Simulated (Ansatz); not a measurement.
Start from `[CH3][Al]([Cl])[N]=C=O` and change one atom or group to get `O=C=[N][Al]([F])[Cl]`.

Ansatz, PBE0-D4/def2-TZVP geometries, multiplicity 1. Each molecule was computed in one conformer, which needn't be the lowest.

| property | `[CH3][Al]([Cl])[N]=C=O` |
| --- | --- |
| LUMO energy (B3LYP/def2-TZVPP) / eV | -1.26 |
| HOMO energy (ωB97M-V/def2-TZVPP) / eV | -10.89 |
| HOMO energy (PBE/def2-TZVPP) / eV | -7.27 |
| HOMO energy (PBE0/def2-TZVPP) / eV | -8.66 |
| HOMO energy (B3LYP/def2-TZVPP) / eV | -8.41 |
| size of the dipole moment (PBE/def2-TZVPP) / D | 2.55 |

Give the same properties after the change, and the shifts. (Best estimate.)

The calculation gave: 
```tsv
property	`O=C=[N][Al]([F])[Cl]`	shift
LUMO energy (B3LYP/def2-TZVPP) / eV	-1.42	-0.16
HOMO energy (ωB97M-V/def2-TZVPP) / eV	-11.41	-0.52
HOMO energy (PBE/def2-TZVPP) / eV	-7.73	-0.46
HOMO energy (PBE0/def2-TZVPP) / eV	-9.17	-0.51
HOMO energy (B3LYP/def2-TZVPP) / eV	-8.90	-0.49
size of the dipole moment (PBE/def2-TZVPP) / D	0.63	-1.92
```

With PBE0 the HOMO falls by 0.51 eV and the LUMO falls by 0.06 eV, so the gap widens by about 0.45 eV. PBE moves the HOMO by -0.46 eV and ωB97M-V by -0.52 eV. Dipoles are sizes alone; their direction can turn.

Positive LUMOs are unbound, so they and the gaps depend on the basis.

B3LYP here is the variant with VWN-RPA as its local correlation; programs differ in this.
